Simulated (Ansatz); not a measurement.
Reaction (hydrogenolysis of a B–Ge bond): `[OH][GeH2][B](O)Cl` + H₂ → `OBCl` + `[OH][GeH3]`

Gas-phase electronic energies from Ansatz, PBE0-D4/def2-TZVP geometries. CCSD(T)/CBS adds triple-zeta CCSD(T) − MP2 to the extrapolated MP2 energy (def2 sets, frozen cores). This one scheme is used for every species. DFT in def2-TZVPP. B3LYP here is the variant with VWN-RPA as its local correlation; programs differ in this. HSE06 is defined as in plane-wave codes. For Ge outer-core shells are correlated without core-valence functions, which leaves a few kJ/mol of doubt a bond. Scalar relativity is left out up to krypton. Each species was taken in one conformer, which may not be the lowest.

Problem. Is it downhill or uphill in electronic energy at CCSD(T)/CBS, and by how much? (Best estimate.)

Solution. The calculation gave: Downhill: ΔE = -27.2 kJ/mol.

Problem. What do these levels give: HSE06-D4, B2PLYP, PBE0, B3LYP, HSE06, SCS-MP2/def2-TZVPP? (An estimate is asked.)

Solution. Computed: HSE06-D4 -27.5, B2PLYP -37.7, PBE0 -33.8, B3LYP -41.7, HSE06 -33.7, SCS-MP2/def2-TZVPP -35.9 kJ/mol.

Problem. What do rigid-rotor, harmonic-oscillator terms from PBE0-D4/def2-TZVP frequencies (298.15 K, 1 bar) make of the CCSD(T)/CBS value? (Best estimate.)

Solution. Ansatz gave: ΔZPE = +14.6 kJ/mol, ΔH = -18.9 kJ/mol, ΔS = 32 J/(mol·K), ΔG = -28.4 kJ/mol. Modes under 50 cm⁻¹ make the entropy rough.

Largest T1 diagnostic among the species: 0.013.

The D4 term adds +11.5 kJ/mol with B3LYP and +6.4 kJ/mol with PBE0; it sums over pairs of atoms, weighted by their polarisabilities, and B3LYP, whose exchange is more repulsive, gets the larger term. From r2SCAN to r2SCAN0 (25 % exact exchange), in def2-TZVPP and without D4, ΔE moves by −5.2 kJ/mol. In def2-TZVPP, CCSD(T) changes the Hartree–Fock value by +32.7 kJ/mol (the triples alone add +5.8 kJ/mol) and MP2 by +35.1 kJ/mol.
